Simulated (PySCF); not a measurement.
CH₉NSi₂, SMILES C[Si@@H](N)[SiH3]. Geometry optimised at PBE-D3(BJ)/def2-SVP. The structure was generated by enumeration; whether it is a known compound was not checked. The values are those of a single conformer.

Task: Give the equilibrium geometry at PBE-D3(BJ)/def2-SVP (PySCF confirms it by a frequency run) as bond lengths and angles. (Estimate from the structure and the level; the computed values follow.)

Result: Several could match; the one computed here: 
Atoms: C1 Si2 N3 Si4 H5 H6 H7 H8 H9 H10 H11 H12 H13. Bonds (Å): C1–Si2 1.888, C1–H5 1.109, C1–H6 1.109, C1–H7 1.109, Si2–N3 1.760, Si2–Si4 2.369, Si2–H8 1.508, N3–H9 1.025, N3–H10 1.025, Si4–H11 1.509, Si4–H12 1.511, Si4–H13 1.510. Angles (°): Si2–C1–H5 110.3, Si2–C1–H6 111.0, Si2–C1–H7 110.8, H5–C1–H6 108.2, H5–C1–H7 108.7, H6–C1–H7 107.7, C1–Si2–N3 108.9, C1–Si2–Si4 109.2, C1–Si2–H8 110.8, N3–Si2–Si4 113.6, N3–Si2–H8 105.9, Si4–Si2–H8 108.3, Si2–N3–H9 116.6, Si2–N3–H10 116.3, H9–N3–H10 108.5, Si2–Si4–H11 111.1, Si2–Si4–H12 109.7, Si2–Si4–H13 113.7, H11–Si4–H12 107.0, H11–Si4–H13 107.7, H12–Si4–H13 107.4.
Charge 0, spin multiplicity 1.
